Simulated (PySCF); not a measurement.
## `C[C@@H]1O[S@@](=O)O[C@]1(C)F`: 4 charge schemes on one density

Species: C4H7FO3S.
Structure used (GFN2-xTB), in Å, numbered top down from 1:
```xyz
16
C4H7FO3S angstrom
C     -0.578   -1.766   -0.454
C     -0.622   -0.433    0.278
O     -1.832    0.243    0.055
S     -1.645    1.725   -0.691
O     -2.412    2.690    0.015
O     -0.037    1.808   -0.133
C      0.499    0.554   -0.165
C      1.784    0.460    0.638
F      0.806    0.269   -1.502
H     -1.388   -2.395   -0.097
H      0.371   -2.261   -0.266
H     -0.695   -1.616   -1.524
H     -0.529   -0.598    1.361
H      1.584    0.724    1.672
H      2.177   -0.551    0.579
H      2.508    1.156    0.224
```

Density: PBE0/pcSseg-1 (PySCF); schemes: Mulliken, IAO, Hirshfeld and ESP-fitted. Isolated species at its GFN2-xTB geometry (one conformer only).

Task: Atoms with like bonding are taken together and averaged. For which atoms does the sign change between the 4 schemes (beyond +0.03 e in one, beyond −0.03 e in another)?

Result: For none.

Task: Do the Mulliken, IAO, Hirshfeld and ESP-fitted schemes agree on where the charge is lowest?

Result: The schemes don't all agree: Mulliken O3 (-0.570); IAO O5 (-0.773); Hirshfeld O5 (-0.276); ESP-fitted C8 (-0.587).

Task: Give the atomic charges in each scheme.

Result: In e; atoms taken as equivalent share a row and are averaged (×n: the atom named and its like, n in all):

```
       atom                 environment  Mulliken     IAO  Hirshfeld  ESP-fitted
         C1               methyl carbon    -0.197  -0.431     -0.130      -0.560
         C2  sp3 carbon bound to oxygen    +0.044  +0.054     +0.027      +0.192
         O3    oxygen bonded to C and S    -0.570  -0.575     -0.171      -0.287
         S4             sulfinyl sulfur    +1.052  +1.492     +0.460      +0.496
         O5             sulfinyl oxygen    -0.468  -0.773     -0.276      -0.315
         O6    oxygen bonded to C and S    -0.537  -0.544     -0.170      -0.267
         C7              sp3 C–F carbon    +0.251  +0.453     +0.153      +0.419
         C8               methyl carbon    -0.167  -0.439     -0.125      -0.587
         F9              alkyl fluorine    -0.327  -0.344     -0.116      -0.251
H10/H11/H12             methyl hydrogen    +0.126  +0.156     +0.046      +0.170
        H13            methine hydrogen    +0.129  +0.147     +0.046      +0.093
H14/H15/H16             methyl hydrogen    +0.136  +0.164     +0.055      +0.185
```

Mean size of the charges over all atoms: IAO 0.388 e, ESP-fitted 0.283 e, Mulliken 0.283 e, Hirshfeld 0.124 e. Each set sums to the total charge, 0, to within 0.001 e. The IAO scheme counts the electrons in orthogonalised intrinsic atomic orbitals, a minimal basis polarised so that it spans the occupied orbitals exactly. The Mulliken scheme counts on each atom the diagonal of the density matrix times the overlap matrix over that atom's basis functions.

Some averages cover members that differ in this geometry: H14/H15/H16, ESP-fitted +0.169 to +0.201 e.

Task: Sum the charges by element, for elements with more than one atom.

Result: 
| element | atoms | Mulliken | IAO | Hirshfeld | ESP-fitted |
| --- | --- | --- | --- | --- | --- |
| C | 4 | -0.068 | -0.363 | -0.075 | -0.535 |
| O | 3 | -1.575 | -1.893 | -0.618 | -0.868 |
| H | 7 | +0.918 | +1.108 | +0.349 | +1.158 |

Task: How many electrons does the ESP-fitted scheme count on C2?

Result: Z − q = 6 − (+0.192) = 5.808.

Task: How closely do the schemes follow one another over all atoms?

Result: Correlation coefficient and root-mean-square difference: IAO with Hirshfeld 1.00, 0.356 e; Mulliken with IAO 0.98, 0.170 e; Mulliken with Hirshfeld 0.97, 0.222 e; IAO with ESP-fitted 0.85, 0.299 e; Hirshfeld with ESP-fitted 0.85, 0.200 e; Mulliken with ESP-fitted 0.79, 0.232 e.
